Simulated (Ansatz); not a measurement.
`C[NH][GaH2]` + `BN` → `B[NH][GaH2]` + CH₃NH₂ at 600 K and 1 bar (ligand exchange at a Ga–N bond).

Program: Ansatz. Geometries: PBE0-D4/def2-TZVP. ΔE: electronic, gas phase. CBS: MP2 limit from def2 TZ/QZ plus the TZ coupled-cluster correction, frozen cores. This one scheme is used for every species. For Ga outer-core shells are correlated without core-valence functions, which leaves a few kJ/mol of doubt a bond. Scalar relativity is left out up to krypton.

| species | CCSD(T)/CBS energy (Eh) | H − E (kJ/mol) | S (J/(mol·K)) |
| --- | --- | --- | --- |
| `C[NH][GaH2]` | -2020.30020 | 225.6 | 374.6 |
| `BN` | -81.93499 | 155.9 | 270.2 |
| `B[NH][GaH2]` | -2006.47671 | 181.8 | 368.0 |
| CH₃NH₂ | -95.75281 | 199.3 | 283.8 |

H − E and S are ideal-gas, rigid-rotor, harmonic terms from PBE0-D4/def2-TZVP. 1 Eh = 2625.50 kJ/mol, R = 8.31446 J/(mol·K).

Q: By hand: ΔE, ΔH, ΔS and ΔG.

A: ΔE = (-2006.47671) + (-95.75281) − (-2020.30020) − (-81.93499) = 0.00567 Eh = 14.9 kJ/mol. Δ(H − E) = 181.8 + 199.3 − 225.6 − 155.9 = -0.4, so ΔH = 14.5 kJ/mol. ΔS = 368.0 + 283.8 − 374.6 − 270.2 = 7.0 J/(mol·K). ΔG = 14.5 − 600 × (7.0)/1000 = 10.3 kJ/mol.

Q: By hand: the equilibrium constant, and the temperature at which ΔG would vanish if ΔH and ΔS stayed fixed.

A: log₁₀ K = −ΔG/(RT ln 10) = -0.9. ΔG = 0 at ΔH/ΔS = 2071 K, though so small a ΔS makes that figure unsure.

The number of gas molecules stays the same, so ΔS is small and ΔH decides. A doubt of 5 kJ/mol in ΔE shifts log₁₀ K by 0.4 here. These are equilibria of isolated gas molecules and say nothing of rates. Largest T1 diagnostic: 0.015 (customary marks: 0.02 for closed shells, 0.045 for open ones).
